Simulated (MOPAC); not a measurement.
A run for MOPAC: PM3 on FGeH (SMILES [F][GeH]), a point of a bond scan (R = 2.826 Å).

```
PM3 1SCF PRECISE CHARGE=0 THREADS=1
FGeH

Ge    -0.11370409 1    -0.22690637 1     0.28076938 1
H     -1.63762451 1    -1.67337636 1    -1.60913371 1
F      0.51367187 1     0.92382939 1    -0.90949390 1
```

The log:

```
*******************************************************************************
 **                                                                           **
 **                              MOPAC v23.2.5                                **
 **                                                                           **
 *******************************************************************************
 ** MOPAC's Digital Object Identifier: https://doi.org/10.5281/zenodo.6511958 **
 **                                                                           **
 ** Please cite the open-source release paper for use of this MOPAC version:  **
 ** J. E. Moussa and J. J. P. Stewart (2026)                                  **
 ** MOPAC: An open-source semiempirical molecular orbital program             **
 ** J. Open Source Softw., 11(119), 8025, https://doi.org/10.21105/joss.08025 **
 *******************************************************************************

                              PM3 CALCULATION RESULTS

 *******************************************************************************
 *  PM3        - The PM3 Hamiltonian to be used
 *
 *
 *
 *                 CHARGE ON SYSTEM = 0
 *
 *
 *
 *  PRECISE    - TIGHTER CRITERIA TO BE USED
 *  1SCF       - DO 1 SCF AND THEN STOP
 *  THREADS=1  - MULTI-THREADING NOT USED
 *  T=         - A TIME OF 172800.0 SECONDS REQUESTED
 *  DUMP=N     - RESTART FILE WRITTEN EVERY 7200.0 SECONDS REQUESTED
 *******************************************************************************
PM3 1SCF PRECISE CHARGE=0 THREADS=1
 FGeH

   ATOM   CHEMICAL          X               Y               Z
  NUMBER   SYMBOL      (ANGSTROMS)     (ANGSTROMS)     (ANGSTROMS)

     1      Ge         -0.11370409  *  -0.22690637  *   0.28076938  *
     2       H         -1.63762451  *  -1.67337636  *  -1.60913371  *
     3       F          0.51367187  *   0.92382939  *  -0.90949390  *



          CARTESIAN COORDINATES

    NO.       ATOM           X           Y           Z

     1        Ge         -0.1137     -0.2269      0.2808
     2         H         -1.6376     -1.6734     -1.6091
     3         F          0.5137      0.9238     -0.9095

  H: (PM3): J. J. P. STEWART, J. COMP. CHEM. 10, 209 (1989).
  F: (PM3): J. J. P. STEWART, J. COMP. CHEM. 10, 209 (1989).
 Ge: (PM3): J. J. P. STEWART, J. COMP. CHEM. 12, 320-341 (1991).

           Empirical Formula: H Ge F  =     3 atoms



      MOLECULAR POINT GROUP   :   Cs


      RHF CALCULATION, NO. OF DOUBLY OCCUPIED LEVELS = 6


 -------------------------------------------------------------------------------
 PM3 1SCF PRECISE CHARGE=0 THREADS=1
 FGeH



     1SCF WAS SPECIFIED, SO BFGS WAS NOT USED
     SCF FIELD WAS ACHIEVED


                              PM3 CALCULATION
                                                       MOPAC v23.2.5 Linux




          FINAL HEAT OF FORMATION =         81.47381 KCAL/MOL =     340.88642 KJ/MOL


          COSMO AREA              =         92.77 SQUARE ANGSTROMS
          COSMO VOLUME            =         76.47 CUBIC ANGSTROMS

          IONIZATION POTENTIAL    =          9.730536 EV
          HOMO LUMO ENERGIES (EV) =         -9.731 -3.721
          NO. OF FILLED LEVELS    =          6
          MOLECULAR WEIGHT        =         92.5963         POINT GROUP:  Cs

          MOLECULAR DIMENSIONS (Angstroms)

            Atom       Atom       Distance
            F     3    H     2     3.44428
            H     2   Ge     1     1.44865
            F     3   Ge     1     0.00000


          SCF CALCULATIONS        =          1





   ATOM   CHEMICAL          X               Y               Z
  NUMBER   SYMBOL      (ANGSTROMS)     (ANGSTROMS)     (ANGSTROMS)

     1      Ge         -0.11370409  *  -0.22690637  *   0.28076938  *
     2       H         -1.63762451  *  -1.67337636  *  -1.60913371  *
     3       F          0.51367187  *   0.92382939  *  -0.90949390  *

                             CARTESIAN COORDINATES

   1   Ge       -0.113704090    -0.226906370     0.280769380
   2    H       -1.637624510    -1.673376360    -1.609133710
   3    F        0.513671870     0.923829390    -0.909493900


           Empirical Formula: H Ge F  =     3 atoms



      MOLECULAR POINT GROUP   :   Cs


                  EIGENVALUES
 -19.51392 -15.74508 -15.73228 -15.58843 -10.13381  -9.73054  -3.72103  -1.74858
   3.51470


              NET ATOMIC CHARGES AND DIPOLE CONTRIBUTIONS

  ATOM NO.   TYPE          CHARGE      No. of ELECS.   s-Pop       p-Pop
    1         Ge           0.065785        3.9342     0.12470     3.80951
    2          H           0.192030        0.8080     0.80797
    3          F          -0.257814        7.2578     1.60178     5.65604
 DIPOLE           X         Y         Z       TOTAL
 POINT-CHG.    -2.183    -2.759    -0.269     3.528
 HYBRID        -0.164    -0.738     1.861     2.008
 SUM           -2.347    -3.497     1.592     4.502


          ATOMIC ORBITAL ELECTRON POPULATIONS

     Atom    s        px        py        pz
    1 Ge   0.12470   1.65531   1.30695   0.84726
    2  H   0.80797
    3  F   1.60178   1.95040   1.86377   1.84186

 **********************
 *                    *
 * JOB ENDED NORMALLY *
 *                    *
 **********************




 == MOPAC DONE ==
```

The run finished.

Cost: roughly 0.020 core-seconds.
